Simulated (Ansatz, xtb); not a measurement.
**Isomers of C7H5NS in order of energy**

5 gas-phase structures of C7H5NS, from a drawn sample of its isomers (lower ones may exist). Each was relaxed with GFN2-xTB:

A. `C#Cc1ccc(S)cn1`, a singlet
B. `C#Cc1cncc(S)c1`, a singlet
C. `C#Cc1ccncc1S`, a singlet
D. `C#Cc1cnccc1S`, a singlet
E. `C#Cc1ncccc1S`, a singlet

Make a reasoned guess at their ranking by r2SCAN-D4/def2-SVP single-point energy.

Calculated order at r2SCAN-D4/def2-SVP: D (0.000), C (0.087), E (0.106), B (0.151), A (0.155) eV. Less than 1 kcal/mol parts C and E; B and A, so the order within those pairs means little.

Energies above the lowest of each column, in eV; the last columns are at B3LYP/def2-SVP geometries:

```json
{"structure": "D", "GFN2-xTB": "0.000", "HF/STO-3G": "0.000", "r2SCAN-D4/def2-SVP": "0.000", "B3LYP/def2-SVP": "0.000", "CCSD(T)/def2-SVP + ΔMP2/def2-TZVPP": "0.000"}
{"structure": "C", "GFN2-xTB": "0.046", "HF/STO-3G": "0.050", "r2SCAN-D4/def2-SVP": "0.087", "B3LYP/def2-SVP": "0.082", "CCSD(T)/def2-SVP + ΔMP2/def2-TZVPP": "0.077"}
{"structure": "E", "GFN2-xTB": "0.062", "HF/STO-3G": "0.076", "r2SCAN-D4/def2-SVP": "0.106", "B3LYP/def2-SVP": "0.100", "CCSD(T)/def2-SVP + ΔMP2/def2-TZVPP": "0.104"}
{"structure": "B", "GFN2-xTB": "0.065", "HF/STO-3G": "0.028", "r2SCAN-D4/def2-SVP": "0.151", "B3LYP/def2-SVP": "0.106", "CCSD(T)/def2-SVP + ΔMP2/def2-TZVPP": "0.133"}
{"structure": "A", "GFN2-xTB": "0.077", "HF/STO-3G": "0.034", "r2SCAN-D4/def2-SVP": "0.155", "B3LYP/def2-SVP": "0.112", "CCSD(T)/def2-SVP + ΔMP2/def2-TZVPP": "0.152"}
```

Every level run on D puts it lowest or level with the lowest. Flexible structures stand in one conformer each, not always the lowest. ΔMP2 is the change of the MP2 energy from the smaller to the larger basis.

Over these structures GFN2-xTB departs from r2SCAN-D4/def2-SVP by 0.026 eV on average once a common shift is removed. A GFN2-xTB relaxation took about 0.14 s and the r2SCAN-D4/def2-SVP energy about 5.1 s on a shared host (Ansatz 0.2.0, xtb 6.7.1).
